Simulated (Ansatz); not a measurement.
Consider the redistribution: `CB(N)[SiH2]Cl` + `CN([SiH2]O)[SiH](O)F` → `CN([SiH2]Cl)[SiH](O)F` + `CB(N)[SiH2]O`.

Computed with Ansatz on PBE0-D4/def2-TZVP structures; ΔE is electronic, products minus reactants. CBS: MP2 limit from def2 TZ/QZ plus the TZ coupled-cluster correction, frozen cores. DFT in def2-TZVPP. B3LYP here is the variant with VWN-RPA as its local correlation; programs differ in this. One conformer a species, not always the lowest.

`CB(N)[SiH2]Cl`:

Cartesian coordinates in Å:
```
C -1.573 -0.349 -0.108
B -0.029 -0.318 0.169
N 0.632 -1.417 0.707
Si 1.075 1.325 -0.255
Cl 0.799 1.833 -2.250
H -2.086 0.431 0.465
H -1.778 -0.122 -1.160
H -2.044 -1.308 0.131
H 1.622 -1.446 0.886
H 0.158 -2.275 0.945
H 0.685 2.524 0.537
H 2.540 1.123 -0.067
```

`CN([SiH2]O)[SiH](O)F`:

Cartesian coordinates in Å:
```
C 0.537 -1.591 -0.849
N 0.066 -0.361 -0.200
Si -1.362 -0.589 0.767
O -1.870 0.831 1.394
Si 0.895 1.086 -0.491
O 0.584 2.083 0.779
F 2.457 0.775 -0.580
H -0.047 -1.830 -1.744
H 1.587 -1.507 -1.136
H 0.463 -2.439 -0.160
H -1.024 -1.597 1.810
H -2.466 -1.133 -0.065
H -1.168 1.467 1.576
H 0.587 1.788 -1.756
H 0.762 3.017 0.653
```

`CN([SiH2]Cl)[SiH](O)F`:

Cartesian coordinates in Å:
```
C -0.775 1.438 0.663
N -0.213 0.162 0.210
Si -1.153 -0.871 -0.786
Cl -0.540 -0.754 -2.766
Si 1.415 -0.208 0.596
O 1.949 -1.384 -0.395
F 1.564 -0.809 2.059
H -1.376 1.318 1.568
H 0.025 2.150 0.883
H -1.404 1.889 -0.109
H -1.005 -2.291 -0.412
H -2.558 -0.410 -0.748
H 2.214 1.034 0.579
H 1.856 -1.262 -1.342
```

`CB(N)[SiH2]O`:

```xyz
13

C     0.352    1.618   -0.440
B     0.124    0.310    0.402
N    -0.036    0.379    1.784
Si    0.075   -1.532   -0.450
O    -0.855   -1.608   -1.827
H     1.329    1.584   -0.934
H    -0.378    1.697   -1.252
H     0.306    2.541    0.149
H    -0.190   -0.426    2.368
H     0.002    1.246    2.299
H     1.425   -1.973   -0.898
H    -0.399   -2.546    0.551
H    -1.756   -1.291   -1.754
```

| level | ΔE (kJ/mol) |
| --- | --- |
| r2SCAN-D4 | 20.5 |
| PBE0-D4 | 19.5 |
| B3LYP | 20.0 |
| HF/CBS(def2) | 21.0 |

(1) What does CCSD(T)/CBS give? (Estimate.)

Largest T1 diagnostic among the species: 0.012.

Results:

(1) The calculation gave: +19.5 kJ/mol. The listed levels differ from it by 1.0, 0.0, 0.5, 1.5 kJ/mol.
